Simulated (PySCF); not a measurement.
One of the candidates below gave these computed data.

| technique | computed result |
| --- | --- |
| UV, first state | lowest singlet excitation: 5.87 eV (211 nm, f = 0.015) [TDDFT PBE0/def2-SVPD] |
| Polarisability | 83.4 au [PBE0/def2-SVPD] |
| 1H NMR | chemical shifts (computed TMS as zero) by class: 5.30 (2 H), 4.78 (3 H), 0.21 (2 H) ppm [GIAO PBE0/pcSseg-1] |
| Rotational structure | rotational constants A, B, C: 5.546, 1.959, 1.632 GHz [GFN2-xTB] |
| Dipole | 2.05 D [PBE0/def2-SVPD] |
| Triplet | lowest triplet excitation (Tamm–Dancoff): 5.48 eV [TDA PBE0/def2-SVPD] |
| NMR, other nuclei | isotropic shieldings of nuclei other than C and H, by class: 249 (1 N), 370 (1 Si), 405 (1 Si), 821 (1 S) ppm [GIAO PBE0/pcSseg-1] |

The electronic properties come from PySCF, for the isolated species, density fitting. Levels stand in brackets. Isolated species at its GFN2-xTB geometry (one conformer only). Each NMR value is the plain mean over a class of atoms that symmetry, rotation or inversion makes alike.

Question: Which candidate is it?
A. `N[SiH2]N[SiH3]`
B. `N[SiH2][SiH2]N`
C. `[SiH3]N[SiH2]S`
D. `N[SiH2]S[SiH3]`

Answer: D. It is `N[SiH2]S[SiH3]`. Numbering: `[NH2:1][SiH2:2][S:3][SiH3:4]`. Its formula, H7NSSi2, gives 0 degrees of unsaturation, so no ring and no π bond. Hydrogen classes from least to most shielded: 2 H on an SiH2 silicon, Si2 (5.30 ppm), 3 H on an SiH3 silicon, Si4 (4.78 ppm), 2 H on a silicon-bound nitrogen, N1 (0.21 ppm). The other shieldings belong to: 249 ppm, silicon-bound nitrogen [N1]; 370 ppm, SiH2 silicon [Si2]; 405 ppm, SiH3 silicon [Si4]; 821 ppm, sulfur bonded to 2 Si [S3]. The optimised geometry has point group C1 and is an asymmetric top.

The others, at the same levels:
- `[SiH3]N[SiH2]S` fails: its computed 1H shifts are 5.25 (2 H), 4.72 (3 H), 0.42 (1 H), -0.32 (1 H) ppm, rotational constant A is 12.562 GHz (against 5.546 GHz) and smallest rotational constant is 1.182 GHz (against 1.632 GHz).
- `N[SiH2][SiH2]N` fails: it has 8 hydrogens where the 1H data count 7; its computed 1H shifts are 4.93 (4 H), -0.16 (4 H) ppm, rotational constant A is 6.990 GHz (against 5.546 GHz) and smallest rotational constant is 2.038 GHz (against 1.632 GHz).
- `N[SiH2]N[SiH3]` fails: it has 8 hydrogens where the 1H data count 7; its computed lowest singlet excitation is 6.15 eV (202 nm, f = 0.002) (against 5.87 eV), lowest triplet excitation (Tamm–Dancoff) is 5.83 eV (against 5.48 eV) and static isotropic polarisability is 69.1 au (against 83.4 au).

Each candidate is one conformer, not necessarily the lowest. The conformers computed, where there is a choice (atom-mapped SMILES and torsion angles):
- `[NH2:1][SiH2:2][S:3][SiH3:4]`: N1–Si2–S3–Si4 -61°, H–N1–Si2–S3 -39°, H–N1–Si2–S3 -178°
- `[SiH3:1][NH:2][SiH2:3][SH:4]`: Si1–N2–Si3–S4 173°, H–S4–Si3–N2 -56°
- `[NH2:1][SiH2:2][SiH2:3][NH2:4]`: N1–Si2–Si3–N4 3°, H–N1–Si2–Si3 -178°, H–N1–Si2–Si3 45°, H–N4–Si3–Si2 45°, H–N4–Si3–Si2 -178°
- `[NH2:1][SiH2:2][NH:3][SiH3:4]`: N1–Si2–N3–Si4 174°, H–N1–Si2–N3 175°, H–N1–Si2–N3 -51°
